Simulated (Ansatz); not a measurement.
System: C₆H₁₀Si (charge 0, singlet). SMILES: C=C[SiH](C=C)C=C
Coordinates optimised at B3LYP-D3(BJ)/def2-TZVP (Ansatz, a first-principles code):
```xyz
17

C     -1.5256     2.3949     0.1250
C     -0.6429     1.4756     0.5112
Si    -0.0870     0.0553    -0.5621
C     -0.5996    -1.5762     0.1842
C     -1.3534    -1.6954     1.2753
C      1.7681     0.0866    -0.7743
C      2.6007    -0.8016    -0.2341
H     -1.8255     3.2188     0.7648
H     -1.9889     2.3628    -0.8557
H     -0.2116     1.5690     1.5061
H     -0.7233     0.2302    -1.8945
H     -0.2689    -2.4905    -0.3054
H     -1.7233    -0.8275     1.8109
H     -1.6410    -2.6608     1.6793
H      2.1994     0.8938    -1.3636
H      3.6765    -0.7435    -0.3653
H      2.2407    -1.6289     0.3685
```
Charge 0, spin multiplicity 1.

Computed values are from Ansatz. Cores are frozen in the correlated levels unless marked. UHF or UKS for open shells. No spin-orbit coupling. No relativistic terms. CBS marks a two-point X^-3 extrapolation of the correlation energy; Hartree-Fock from the larger set.

```json
{
 "atomisation energy De": "6992.6 kJ/mol at CCSD(T)/CBS(cc-pV(T+d)Z,cc-pV(Q+d)Z)",
 "total_energy": "-523.3393 Eh at CCSD(T)/CBS(cc-pV(T+d)Z,cc-pV(Q+d)Z)",
 "dipole_moment": "0.58 D at CCSD(T)/aug-cc-pV(D+d)Z",
 "T1 diagnostic": "0.012 at CCSD/cc-pV(Q+d)Z"
}
```
